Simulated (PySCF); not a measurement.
# In²⁺: excitation energy

In²⁺ [Kr] 4d10 5s1 (2S) → In²⁺ [Kr] 4d9 5s1 5p1 (high-spin determinant), as a difference of total energies. Computed with PySCF 2.14 in aug-cc-pVQZ-PP with ECP28MDF (7s7p5d3f2g, 92 functions), with a scalar-relativistic core potential. The calculations carry no spin-orbit coupling.

| method | excitation energy (eV) |
| --- | --- |
| UHF | 19.800 |
| LDA | 20.833 |
| PBE | 20.675 |
| PBE0 | 20.679 |
| r2SCAN | 20.571 |
| PW91 | 20.676 |
| LC-wPBE | 20.384 |
| M06-2X | 21.147 |

The determinant of the upper state mixes LS terms, which raises its energy above the lowest term, most at the Hartree-Fock and MP2 levels.
